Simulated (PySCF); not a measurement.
Field gradients from PBE0/pcSseg-1 densities (PySCF, non-relativistic) at GFN2-xTB geometries, isolated species, one conformer each; χzz is the principal value of largest magnitude, with Q(14N) = 0.02044 b. GFN2-xTB bond lengths can be off by several hundredths of an ångström, more for odd bonds, and the gradients follow them. The small basis limits the accuracy of the gradients.

Task: These 14N couplings (χzz in MHz, η) are listed in rising order: (-5.545, 0.02); (-5.273, 0.15); (-4.889, 0.31); (-4.622, 0.12); (-3.183, 0.39); (1.985, 0.61). Assign them to: N4 (three-coordinate ring nitrogen) in `[CH3:1][CH:2]([CH3:3])[n+:4]1[cH:5][cH:6][n:7]([CH3:8])[n:9]1`; N1 (cyano nitrogen) in `[N:1]#[C:2][SiH2:3][C@@H:4]1[CH2:5][CH:6]=[N:7][CH2:8][CH2:9]1`; the nitrogen bridging silicon atoms of `FC(F)(F)/C=P\N([SiH3])[SiH3]`; N9 (pyridine-type nitrogen) in `[cH:1]1[cH:2][n:3]([C@@H:4]2[CH2:5][CH2:6][SiH2:7]2)[cH:8][n:9]1`; N5 (silicon-bound nitrogen) in `[CH3:1][Si@@H:2]([C:3]#[N:4])[NH:5][C@@H:6]1[C@@H:7]2[CH2:8][C@H:9]12`; the nitrogen bonded to C, P and H of `CNP1CCSCC1`.

Result: -5.545 MHz, η 0.02: N1 (cyano nitrogen) in `[N:1]#[C:2][SiH2:3][C@@H:4]1[CH2:5][CH:6]=[N:7][CH2:8][CH2:9]1`; -5.273 MHz, η 0.15: the nitrogen bonded to C, P and H of `CNP1CCSCC1`; -4.889 MHz, η 0.31: N5 (silicon-bound nitrogen) in `[CH3:1][Si@@H:2]([C:3]#[N:4])[NH:5][C@@H:6]1[C@@H:7]2[CH2:8][C@H:9]12`; -4.622 MHz, η 0.12: N9 (pyridine-type nitrogen) in `[cH:1]1[cH:2][n:3]([C@@H:4]2[CH2:5][CH2:6][SiH2:7]2)[cH:8][n:9]1`; -3.183 MHz, η 0.39: the nitrogen bridging silicon atoms of `FC(F)(F)/C=P\N([SiH3])[SiH3]`; 1.985 MHz, η 0.61: N4 (three-coordinate ring nitrogen) in `[CH3:1][CH:2]([CH3:3])[n+:4]1[cH:5][cH:6][n:7]([CH3:8])[n:9]1`.

All sites together:

```tsv
nucleus	site	Vzz (au)	η	χzz (MHz)
14N	N4 (three-coordinate ring nitrogen) in [CH3:1][CH:2]([CH3:3])[n+:4]1[cH:5][cH:6][n:7]([CH3:8])[n:9]1	0.413	0.61	1.985
14N	N1 (cyano nitrogen) in [N:1]#[C:2][SiH2:3][C@@H:4]1[CH2:5][CH:6]=[N:7][CH2:8][CH2:9]1	-1.154	0.02	-5.545
14N	the nitrogen bridging silicon atoms of FC(F)(F)/C=P\N([SiH3])[SiH3]	-0.663	0.39	-3.183
14N	N9 (pyridine-type nitrogen) in [cH:1]1[cH:2][n:3]([C@@H:4]2[CH2:5][CH2:6][SiH2:7]2)[cH:8][n:9]1	-0.962	0.12	-4.622
14N	N5 (silicon-bound nitrogen) in [CH3:1][Si@@H:2]([C:3]#[N:4])[NH:5][C@@H:6]1[C@@H:7]2[CH2:8][C@H:9]12	-1.018	0.31	-4.889
14N	the nitrogen bonded to C, P and H of CNP1CCSCC1	-1.098	0.15	-5.273
```
